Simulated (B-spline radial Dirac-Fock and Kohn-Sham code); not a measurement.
## X-ray form factors of argon in several charge states

Method: configuration-average Dirac-Fock orbitals. Computed with a radial atomic solver.

Configurations: Ar¹⁰⁺ [He] 2s2 2p4; Ar¹²⁺ [He] 2s2 2p2; Ar¹⁴⁺ [He] 2s2. The first column is f₀ of Ar¹⁰⁺, the others are differences from it.

| s (Å⁻¹) | Ar¹⁰⁺ | Δ Ar¹²⁺ | Δ Ar¹⁴⁺ |
| --- | --- | --- | --- |
| 0 | 8.000 | -2.000 | -4.000 |
| 0.1 | 7.929 | -1.974 | -3.953 |
| 0.2 | 7.722 | -1.898 | -3.816 |
| 0.3 | 7.394 | -1.779 | -3.600 |
| 0.4 | 6.968 | -1.627 | -3.322 |
| 0.5 | 6.472 | -1.454 | -3.000 |
| 0.7 | 5.385 | -1.087 | -2.308 |
| 0.9 | 4.335 | -0.753 | -1.656 |
| 1.1 | 3.446 | -0.490 | -1.120 |
| 1.4 | 2.489 | -0.232 | -0.567 |
